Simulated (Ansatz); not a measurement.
`N#C[SiH]1CS1` + HI → `I[SiH]1CS1` + `C#N`  (ligand exchange at the Si–C bond)

Computed with Ansatz on PBE0-D4/def2-TZVP structures; ΔE is electronic, products minus reactants. CBS: MP2 limit from def2 TZ/QZ plus the TZ coupled-cluster correction, frozen cores. This one scheme is used for every species. DFT in def2-TZVPP. B3LYP here is the variant with VWN-RPA as its local correlation; programs differ in this. HSE06 is defined as in plane-wave codes. def2 core potentials past Kr. For I outer-core shells are correlated without core-valence functions, which leaves a few kJ/mol of doubt a bond.

```tsv
level	ΔE (kcal/mol)	difference from CCSD(T)/CBS
LDA (SPW92)	-11.9	1.9
revPBE-D4	-12.5	1.3
BLYP-D4	-11.3	2.5
r2SCAN-D4	-12.4	1.4
B97M-V	-10.6	3.2
PBE0-D4	-13.3	0.5
B3LYP-D4	-11.9	1.9
r2SCANh-D4	-12.7	1.1
r2SCAN0-D4	-13.2	0.6
HSE06-D4	-13.4	0.4
BHLYP-D4	-12.9	0.9
CAM-B3LYP-D4	-11.0	2.8
ωB97X-V	-12.1	1.7
B2PLYP	-11.7	2.1
PBE-QIDH	-13.4	0.4
PBE	-12.2	1.6
revPBE	-12.1	1.7
BLYP	-10.2	3.6
r2SCAN	-12.3	1.5
PBE0	-12.8	1.0
B3LYP	-10.9	2.9
r2SCANh	-12.6	1.2
r2SCAN0	-13.1	0.7
HSE06	-12.9	0.9
BHLYP	-11.3	2.5
CAM-B3LYP	-10.4	3.4
HF/def2-SVP	-10.7	3.1
MP2/def2-SVP	-11.5	2.3
CCSD/def2-SVP	-10.4	3.4
CCSD(T)/def2-SVP	-10.3	3.5
HF/def2-TZVPP	-11.6	2.2
MP2/def2-TZVPP	-13.4	0.4
SCS-MP2/def2-TZVPP	-12.1	1.7
CCSD(T)/def2-TZVPP	-11.4	2.4
HF/def2-QZVPP	-11.7	2.1
MP2/def2-QZVPP	-14.8	-1.0
SCS-MP2/def2-QZVPP	-13.4	0.4
HF/CBS(def2)	-11.7	2.1
MP2/CBS(def2)	-15.7	-1.9
CCSD/CBS(def2)	-13.6	0.2
CCSD(T)/CBS	-13.8	0
```

Largest T1 diagnostic among the species: 0.014.

At CCSD(T), def2-SVP lies +3.5 kcal/mol from the extrapolated value and def2-TZVPP +2.4 kcal/mol. The D4 term adds −1.1 kcal/mol with B3LYP and −0.5 kcal/mol with PBE0; it sums over pairs of atoms, weighted by their polarisabilities, and B3LYP, whose exchange is more repulsive, gets the larger term.
